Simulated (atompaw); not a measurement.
**Before and after: PAW (atompaw) potential for tin**

tin (Sn), PAW, made with atompaw 4.2.0.5 (PBE, scalar-relativistic). Core [Kr], reference 4d10 5s2 5p1 (charge +1). Waves: 5s (bound): rc 2.35 bohr; 5s channel at 1.25 Ry: rc 2.35 bohr; 5p (bound): rc 2.35 bohr; 5p channel at 3.65 Ry: rc 2.35 bohr; 4d (bound): rc 2.35 bohr; 4d channel at -0.7 Ry: rc 1.10 bohr. Local part: bessel scheme, radius 1.55 bohr. Core correction: smooth core density matched at 1.85 bohr. Augmentation charge: sinc compensation charge, radius 2.05 bohr; PAW radius 2.35 bohr; waves and projectors: custom polynom vanderbiltortho.

Change: augmentation sinc compensation charge, radius 2.05 bohr; PAW radius 2.35 bohr; waves and projectors: custom rrkj gramschmidtortho.

Cutoffs: the cutoffs (Ry, on a coarse ladder) from which the occupation-weighted sum of valence levels, in a spherical-Bessel basis at the reference potential, stays within 10 and 1 mRy of its value at 400 Ry; they do not see the model core or the augmentation charge, which bear on the density cutoff.

Task: What does the change do?

Result: The potential gets softer (21 Ry and 35 Ry → 18 Ry and 35 Ry); the bound ghost in s disappears; the range in which the s phases agree narrows (upper end at the end of the scan → 3.5).

| quantity | base | changed |
| --- | --- | --- |
| cutoff, loose | 21 Ry | 18 Ry |
| cutoff, tight | 35 Ry | 35 Ry |
| loose cutoff by channel (10 mRy a level) | s 18 Ry, p 6 Ry, d 15 Ry | s 6 Ry, p 6 Ry, d 15 Ry |
| bound ghosts | s | none |
| s: phases at 2.36 bohr within 0.05 rad from the reference energy up to (Ry; the scan ends near 5) | to the end of the scan | 3.5 |
| p: phases at 2.36 bohr within 0.05 rad from the reference energy up to (Ry; the scan ends near 5) | to the end of the scan | to the end of the scan |
| d: phases at 2.36 bohr within 0.05 rad from the reference energy up to (Ry; the scan ends near 5) | 1.2 | 1.2 |
| lowest overlap eigenvalue by channel | s 0.02, p 0.21, d 0.34 | s 0.45, p 0.69, d 0.23 |

 A true bound ghost makes a file unfit for plane-wave use even where its test errors are small: the radial tests pick states by their node count and pass the ghost by. The cutoffs see the waves, projectors and local potential, not the compensation charge or the core.
